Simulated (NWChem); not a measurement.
Species: CH6O2Si2; SMILES [SiH]1(C)O[SiH2]O1

```xyz
11

C      0.6254     2.2537     0.0000
Si    -0.4845     0.7587     0.0000
O     -0.1143    -0.4031    -1.2161
Si     0.2340    -1.5571     0.0000
O     -0.1143    -0.4031     1.2161
H      0.4309     2.8773     0.8968
H      1.6923     1.9552     0.0000
H      0.4309     2.8773    -0.8968
H     -1.9343     1.1444     0.0000
H      1.6621    -2.0165     0.0000
H     -0.6979    -2.7321     0.0000
```
Atoms are numbered in this order, from 1.

Computed with NWChem. All runs use the structure optimised with PBE-D3(BJ)/def2-SVP. B3LYP is NWChem's, with the RPA form of VWN correlation. Ions are spin-unrestricted doublets at the neutral geometry; other ion states weren't tried.

```tsv
level	vertical ionisation energy, ΔSCF (eV)	−ε(HOMO) (eV)	ΔSCF minus −ε(HOMO) (eV)
B3LYP/def2-SVP	10.23	8.06	2.17
PBE/def2-SVP	9.70	6.84	2.86
LDA (Slater exchange, VWN5)/def2-SVP	9.77	6.90	2.87
LRC-wPBEh/def2-SVP	___	___	___
BHandHLYP/def2-SVP	10.78	9.69	1.09
```

### Question
Some entries are withheld; supply them.

### Answer

- LRC-wPBEh/def2-SVP, vertical ionisation energy, ΔSCF (eV): 10.52
- LRC-wPBEh/def2-SVP, −ε(HOMO) (eV): 10.15
- LRC-wPBEh/def2-SVP, ΔSCF minus −ε(HOMO) (eV): 0.37
